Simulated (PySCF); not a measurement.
PySCF input for AlF4, SMILES [F][Al-]([F])([F])[F], charge -1, PBE/pcSseg-2. Geometry optimised at PBE0-D3(BJ)/def2-SVPD. The isomer is the one that the SMILES or the coordinates give; other isomers of the formula were not compared.

```python
import numpy as np
from pyscf import gto, scf, dft
from pyscf.prop.nmr import rks as nmr

mol = gto.M(
    atom='''
    Al    0.00000000    0.00000000    0.00000000
    F     0.98806759    0.98806759   -0.98806759
    F    -0.98806759    0.98806759    0.98806759
    F    -0.98806759   -0.98806759   -0.98806759
    F     0.98806759   -0.98806759    0.98806759
    ''',
    basis='pcSseg-2',
    charge=-1,
    spin=0,
    max_memory=1600,
    verbose=3,
)
mf = dft.RKS(mol, xc='pbe').density_fit(auxbasis='def2-universal-jkfit')
mf.grids.level = 3
mf.conv_tol = 1e-10
mf.max_cycle = 100
mf.kernel()
n = nmr.NMR(mf)
n.verbose = 2
n.max_cycle_cphf = 60
sigma = n.kernel()
print('atom   isotropic/ppm   span/ppm')
for i, s in enumerate(sigma):
    w = np.linalg.eigvalsh((s + s.T) / 2)
    print(f'{mol.atom_symbol(i):2s}{i + 1:3d} {w.mean():14.3f} {w[2] - w[0]:11.3f}')
```

Log of the run:

```
converged SCF energy = -641.89669803036
atom   isotropic/ppm   span/ppm
Al  1        506.091       0.000
F   2        389.487      91.658
F   3        389.487      91.658
F   4        389.487      91.658
F   5        389.487      91.658
```

The calculation finished and met its thresholds.

Cost: roughly 60 core-seconds.
